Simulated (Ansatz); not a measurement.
```yaml
crystal:
  periodic: [false, false, false]
  atoms:
    - {symbol: Sn, position_ang: [-1.953697, -0.108558, 0.652672]}
    - {symbol: Sn, position_ang: [1.716256, -0.162612, -2.610475]}
    - {symbol: Sn, position_ang: [0.914737, 0.518375, 1.560047]}
    - {symbol: Sn, position_ang: [-1.816688, -1.057557, 3.342636]}
    - {symbol: Sn, position_ang: [-1.541183, 1.875862, -1.446781]}
    - {symbol: Cl, position_ang: [1.261532, 2.088209, -1.347273]}
    - {symbol: Cl, position_ang: [0.738766, -1.572059, 3.211219]}
    - {symbol: Cl, position_ang: [1.549484, -1.371304, -0.362156]}
    - {symbol: Cl, position_ang: [-0.869207, -0.210356, -2.999879]}
basis:
  gaussian: {orbitals: def2-TZVP, initial_orbitals: start.molden}
total_charge: 1
magnetization: {spin_polarized: true, initial_magnetization: 1}
hamiltonian: {xc: pbe0, dispersion: d4}
scf: {omitted_lower_state_checks: [starts]}
output: {orbitals: {seedname: orbitals}}
```

The file start.molden holds the orbitals of an earlier run on this structure, at another level or in another basis.

```sh
$ ansatz run in.yaml --threads 6 --pin off --events-out ev --progress --plain --max-ram 7833MiB
```

(1) Does this run fit into the memory that it is given?

Answers

(1) No. It has 398 basis functions, and Ansatz plans for 7.80 GiB where 7.64 GiB are given.
